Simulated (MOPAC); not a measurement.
MOPAC input (PM3):

```
PM3 1SCF CHARGE=-1 GEO-OK AUX(PRECISION=9) THREADS=1
C3H11Si3

C    -0.70739095 1    1.40696469 1   -0.75268804 1
Si    1.05556192 1    1.43158572 1   -0.49864700 1
C     1.76747712 1   -0.32945434 1   -0.28639303 1
Si    0.71023101 1   -1.37926594 1    0.83735708 1
C    -1.03533119 1   -1.48594922 1    0.18595908 1
Si   -1.83150066 1    0.24032585 1   -0.01209568 1
H    -1.15015388 1    2.30109546 1   -1.19075523 1
H     1.81776143 1    2.08496070 1   -1.62650309 1
H     1.65525996 1    2.15203299 1    0.69882349 1
H     1.79696846 1   -0.80931939 1   -1.27019447 1
H     2.79380735 1   -0.27697961 1    0.09038840 1
H     1.30415977 1   -2.75111507 1    1.00276753 1
H     0.70627258 1   -0.80652486 1    2.21615351 1
H    -1.65164609 1   -2.11126279 1    0.83957246 1
H    -1.00131418 1   -1.96394689 1   -0.79860506 1
H    -2.39170326 1    0.48217487 1    1.38085073 1
H    -3.10803381 1    0.05247888 1   -0.79636791 1
```

From the last part of the output:

```
                                                       MOPAC v23.2.5 Linux

          FINAL HEAT OF FORMATION =         -7.88720 KCAL/MOL =     -33.00006 KJ/MOL

          COSMO AREA              =        171.48 SQUARE ANGSTROMS
          COSMO VOLUME            =        185.50 CUBIC ANGSTROMS

          IONIZATION POTENTIAL    =          1.323188 EV
          HOMO LUMO ENERGIES (EV) =         -1.323  4.446
          NO. OF FILLED LEVELS    =         18
          MOLECULAR WEIGHT        =        131.3764         POINT GROUP:  Cs

          MOLECULAR DIMENSIONS (Angstroms)

            Atom       Atom       Distance
            H    12    H     7     6.02993
            H     8    H    17     5.39292
            H    15    H    13     3.21281

          SCF CALCULATIONS        =          1

   ATOM   CHEMICAL          X               Y               Z
  NUMBER   SYMBOL      (ANGSTROMS)     (ANGSTROMS)     (ANGSTROMS)

     1       C         -0.70739095  *   1.40696469  *  -0.75268804  *
     2      Si          1.05556192  *   1.43158572  *  -0.49864700  *
     3       C          1.76747712  *  -0.32945434  *  -0.28639303  *
     4      Si          0.71023101  *  -1.37926594  *   0.83735708  *
     5       C         -1.03533119  *  -1.48594922  *   0.18595908  *
     6      Si         -1.83150066  *   0.24032585  *  -0.01209568  *
     7       H         -1.15015388  *   2.30109546  *  -1.19075523  *
     8       H          1.81776143  *   2.08496070  *  -1.62650309  *
     9       H          1.65525996  *   2.15203299  *   0.69882349  *
    10       H          1.79696846  *  -0.80931939  *  -1.27019447  *
    11       H          2.79380735  *  -0.27697961  *   0.09038840  *
    12       H          1.30415977  *  -2.75111507  *   1.00276753  *
    13       H          0.70627258  *  -0.80652486  *   2.21615351  *
    14       H         -1.65164609  *  -2.11126279  *   0.83957246  *
    15       H         -1.00131418  *  -1.96394689  *  -0.79860506  *
    16       H         -2.39170326  *   0.48217487  *   1.38085073  *
    17       H         -3.10803381  *   0.05247888  *  -0.79636791  *

                             CARTESIAN COORDINATES

   1    C       -0.707390950     1.406964690    -0.752688040
   2   Si        1.055561920     1.431585720    -0.498647000
   3    C        1.767477120    -0.329454340    -0.286393030
   4   Si        0.710231010    -1.379265940     0.837357080
   5    C       -1.035331190    -1.485949220     0.185959080
   6   Si       -1.831500660     0.240325850    -0.012095680
   7    H       -1.150153880     2.301095460    -1.190755230
   8    H        1.817761430     2.084960700    -1.626503090
   9    H        1.655259960     2.152032990     0.698823490
  10    H        1.796968460    -0.809319390    -1.270194470
  11    H        2.793807350    -0.276979610     0.090388400
  12    H        1.304159770    -2.751115070     1.002767530
  13    H        0.706272580    -0.806524860     2.216153510
  14    H       -1.651646090    -2.111262790     0.839572460
  15    H       -1.001314180    -1.963946890    -0.798605060
  16    H       -2.391703260     0.482174870     1.380850730
  17    H       -3.108033810     0.052478880    -0.796367910

           Empirical Formula: C3 H11 Si3  =    17 atoms

      MOLECULAR POINT GROUP   :   Cs

                  EIGENVALUES
 -24.87476 -23.13998 -19.51488 -11.75430 -11.16618 -10.77028 -10.35920  -9.73592
  -9.09137  -7.44238  -7.32790  -6.92046  -6.70454  -6.57555  -6.15170  -5.19615
  -5.11248  -1.32319   4.44644   5.14405   5.17650   5.51719   5.62220   5.71299
   6.12058   6.13939   6.45186   6.91357   7.47223   7.63044   8.61170   8.61664
   8.81963   8.82166  11.04474

              NET ATOMIC CHARGES AND DIPOLE CONTRIBUTIONS

  ATOM NO.   TYPE          CHARGE      No. of ELECS.   s-Pop       p-Pop
    1          C          -0.754599        4.7546     1.22399     3.53061
    2         Si           0.250673        3.7493     1.02016     2.72917
    3          C          -0.284031        4.2840     1.18225     3.10178
    4         Si           0.304199        3.6958     1.02800     2.66780
    5          C          -0.284031        4.2840     1.18225     3.10178
    6         Si           0.250673        3.7493     1.02016     2.72917
    7          H           0.092015        0.9080     0.90798
    8          H          -0.116821        1.1168     1.11682
    9          H          -0.155481        1.1555     1.15548
   10          H           0.061725        0.9383     0.93828
   11          H           0.044877        0.9551     0.95512
   12          H          -0.151891        1.1519     1.15189
   13          H          -0.091607        1.0916     1.09161
   14          H           0.044877        0.9551     0.95512
   15          H           0.061725        0.9383     0.93828
   16          H          -0.155481        1.1555     1.15548
   17          H          -0.116821        1.1168     1.11682
 DIPOLE           X         Y         Z       TOTAL
 POINT-CHG.     1.626    -3.689     0.615     4.078
 HYBRID         0.238    -0.425     0.368     0.611
 SUM            1.863    -4.115     0.983     4.623

          ATOMIC ORBITAL ELECTRON POPULATIONS

     Atom    s        px        py        pz
    1  C   1.22399   0.90845   1.16889   1.45327
    2 Si   1.02016   0.93130   0.87405   0.92381
    3  C   1.18225   1.01830   1.06431   1.01917
    4 Si   1.02800   0.90189   0.85760   0.90832
    5  C   1.18225   1.00756   1.07557   1.01864
    6 Si   1.02016   0.89085   0.91615   0.92217
    7  H   0.90798
    8  H   1.11682
    9  H   1.15548
   10  H   0.93828
   11  H   0.95512
   12  H   1.15189
   13  H   1.09161
   14  H   0.95512
   15  H   0.93828
   16  H   1.15548
   17  H   1.11682

 **********************
 *                    *
 * JOB ENDED NORMALLY *
 *                    *
 **********************

 == MOPAC DONE ==
```

The dipole moment of an ion depends on the origin.
